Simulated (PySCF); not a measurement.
C₃HBrCl₂, SMILES ClC(Cl)=C=CBr.

Coordinates come from a TPSSh-D3(BJ)/def2-SVP optimisation. The structure was generated by enumeration, and PubChem lists no compound with its InChIKey, so it may never have been made.

Two levels are set side by side: TDA-PBE/def2-SVPD (PySCF) and TDA-ωB97X/def2-SVPD (PySCF). Vertical, same geometry. The lowest singlet is HOMO→LUMO+1 94 % with PBE and HOMO→LUMO+1 86 % with the other functional; states are paired by order. Differences are taken from unrounded values.

```tsv
quantity	TDA-PBE
lowest singlet excitation (eV)	4.22
lowest triplet excitation (TDA) (eV)	3.55
first bright state (f over 0.05) (eV)	5.67
its oscillator strength	0.75
```

### Question
These are the TDA-PBE values. What does TDA-ωB97X give? (The exact figures need the calculation; the answer reports its results.)

### Answer

```tsv
quantity	TDA-ωB97X	TDA-PBE minus TDA-ωB97X
lowest singlet excitation (eV)	4.80	-0.58
lowest triplet excitation (TDA) (eV)	3.83	-0.28
first bright state (f over 0.05) (eV)	6.75	-1.08
its oscillator strength	1.40	-0.65
```

Functionals without exact exchange tend to place singlet excitations lower, as here. Differences between two approximate levels are no errors against the true value.

Rough cost on one machine, each run with all the roots and properties that it gave: TDA-ωB97X against TDA-PBE about 4 times.
